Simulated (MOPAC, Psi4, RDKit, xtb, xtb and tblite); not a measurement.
Two geometries of SMILES CC(=O)[SiH2]CS, relaxed at GFN2-xTB with one dihedral held; other torsions can differ between them too.

Structure A

```
14

C     -2.2866    -0.7882    -0.4486
C     -0.8713    -0.6471    -0.9319
O     -0.4131    -1.3653    -1.7939
Si     0.1911     0.7526    -0.1212
C      2.0023     0.4647    -0.6196
S      2.1815     0.5224    -2.4446
H     -2.8012     0.1613    -0.5785
H     -2.2746    -1.0147     0.6154
H     -2.8108    -1.5739    -0.9882
H      0.0337     0.6569     1.3326
H     -0.2886     2.0294    -0.6480
H      2.6532     1.2521    -0.2458
H      2.3994    -0.4907    -0.2796
H      1.3321    -0.4718    -2.6877
```

Structure B

```
14

C      1.9389    -0.6334    -1.1179
C      0.9280    -0.8801    -0.0356
O      0.8017    -1.9550     0.5067
Si    -0.2544     0.5705     0.4472
C     -1.7129     0.5562    -0.8013
S     -1.6161    -0.7653    -2.0706
H      1.4077    -0.3707    -2.0316
H      2.5657     0.2113    -0.8405
H      2.5517    -1.5150    -1.2920
H     -0.7763     0.3028     1.7841
H      0.4608     1.8430     0.3326
H     -1.7427     1.4750    -1.3834
H     -2.6765     0.4526    -0.3048
H     -1.5161    -1.7918    -1.2294
```

**Question.** Which is lower in energy at the level PBE0-D3(BJ)/def2-TZVP // GFN2-xTB in Psi4, and by how much?

**Answer.** A is lower, by 2.79 kcal/mol (dihedral C2–Si4–C5–S6: 60° in A, 0° in B).

E(B) − E(A) in kcal/mol at the other levels, on the same two geometries: GFN2-xTB (xtb and tblite) 1.86; MMFF94 // GFN2-xTB (RDKit) 4.52; PBE0/def2-TZVP // GFN2-xTB (Psi4) 3.09; PBE/def2-TZVP // GFN2-xTB (Psi4) 3.12; PBE-D3(BJ)/def2-TZVP // GFN2-xTB (Psi4) 2.83; UFF // GFN2-xTB (RDKit) -1.56; PM6, restricted, heats of formation // GFN2-xTB (MOPAC) 3.54; AM1, restricted, heats of formation // GFN2-xTB (MOPAC) 1.39; GFN1-xTB // GFN2-xTB (xtb) 3.38.
